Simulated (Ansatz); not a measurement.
Ideal-gas functions of `N[Si]1(Br)[O][AlH]1` at 800 K and 1 bar, from an Ansatz frequency run at PBE0-D4/def2-TZVP.

Molar mass 168.0 g/mol, point group C1 (symmetry number 1), electronic degeneracy 1, moments of inertia 138.324, 426.881, 523.069 u Å². Harmonic wavenumbers (cm⁻¹, unscaled): 111, 146, 208, 227, 254, 302, 360, 403, 432, 558, 698, 800, 842, 956, 1564, 1930, 3618, 3725.

Use S(trans) = R[1.5 ln M + 2.5 ln T − 1.1517]; rotational temperatures θ = 24.2544 K / I; S(rot) = R[ln(√π/σ · √(T³/θAθBθC)) + 1.5]; for each mode x = 1.438777 ν̃/T, S = R[x/(eˣ − 1) − ln(1 − e⁻ˣ)] and H = RT x/(eˣ − 1); 1 cm⁻¹ = 0.0119627 kJ/mol; R = 8.31446 J/(mol·K).

Q: By hand: the entropy, in J/(mol·K).

A: Translation 193.3. Rotation: θ = 0.1753, 0.0568, 0.0464 K, giving 132.5. Vibration, mode by mode: 21.73, 19.46, 16.54, 15.82, 14.90, 13.49, 12.07, 11.17, 10.62, 8.63, 6.95, 5.97, 5.62, 4.76, 2.01, 1.19, 0.09, 0.08, in all 171.1. Electronic 0.0. Sum 496.9 J/(mol·K).

Q: By hand: H − E and G − E in kJ/mol, counted from the electronic energy.

A: Zero-point energy ½ × 17134 × 0.0119627 = 102.5; thermal vibration 64.2; translation, rotation and pV give 4 RT = 26.6. H − E = 193.3 kJ/mol, and G − E = 193.3 − 800 × 496.9/1000 = -204.2 kJ/mol.

Vibration gives 34 % of the entropy, 41.2 J/(mol·K) of it from the modes under 150 cm⁻¹: soft modes count most, and the harmonic formula is weakest for them. The sum counts one conformer and one mirror image; others add a mixing term.
